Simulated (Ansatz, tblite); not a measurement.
Removing and adding an electron: `FC(F)(F)c1ccc(-c2ccc(-c3ccc(-c4ccc(C(F)(F)F)s4)s3)s2)s1`. Total charge 0; singlet. Geometry: PBE-D4/def2-SVP. Ansatz, gas phase; energy differences of separate SCF runs; the oxidised species was run as a doublet alone; the reduced species was run as a doublet alone.

```
atom   x (Å)   y (Å)   z (Å)
  F1  -9.238  -0.911  -0.502
  C2  -8.195  -0.893   0.358
  F3  -8.476   0.014   1.328
  F4  -8.138  -2.103   0.967
  C5  -6.925  -0.568  -0.365
  C6  -6.777  -0.281  -1.711
  C7  -5.430  -0.027  -2.073
  C8  -4.546  -0.115  -0.996
  C9  -3.116   0.090  -0.997
 C10  -2.340   0.726  -1.968
 C11  -0.961   0.747  -1.659
 C12  -0.651   0.131  -0.444
 C13   0.632  -0.032   0.191
 C14   0.946  -0.637   1.410
 C15   2.327  -0.612   1.711
 C16   3.100   0.012   0.731
 C17   4.527   0.225   0.690
 C18   5.294   0.865  -0.286
 C19   6.680   0.882   0.013
 C20   6.975   0.257   1.213
 C21   8.323   0.089   1.841
 F22   8.395   0.683   3.059
 F23   9.282   0.634   1.059
 F24   8.636  -1.217   2.030
 S25   5.546  -0.360   1.989
 S26   2.085   0.572  -0.582
 S27  -2.105  -0.495   0.307
 S28  -5.405  -0.510   0.478
 H29  -7.625  -0.270  -2.408
 H30  -5.098   0.191  -3.096
 H31  -2.775   1.184  -2.866
 H32  -0.197   1.210  -2.299
 H33   0.184  -1.085   2.063
 H34   2.761  -1.039   2.626
 H35   4.854   1.307  -1.190
 H36   7.452   1.334  -0.623
```

The xTB rows come from tblite. Single mean-field runs in def2-TZVP are fitted with def2-universal-jkfit.

| level | −HOMO (eV) | vertical IE (eV) | −LUMO (eV) | vertical EA (eV) | HOMO–LUMO gap (eV) | IE − EA (eV) |
| --- | --- | --- | --- | --- | --- | --- |
| GFN1-xTB | 11.02 | 12.81 | 9.25 | 7.50 | 1.76 | 5.31 |
| GFN2-xTB | 10.44 | 12.21 | 8.72 | 7.05 | 1.73 | 5.16 |
| PBE-D4/def2-TZVP | 5.10 | 6.79 | 3.27 | 1.71 | 1.83 | 5.08 |
| PBE0-D4/def2-TZVP | 5.87 | 7.00 | 2.71 | 1.66 | 3.15 | 5.34 |

 Raw xTB energy differences between charge states are shifted by several eV; the methods need an empirical correction for them. Sets without diffuse functions give affinities that are too small.
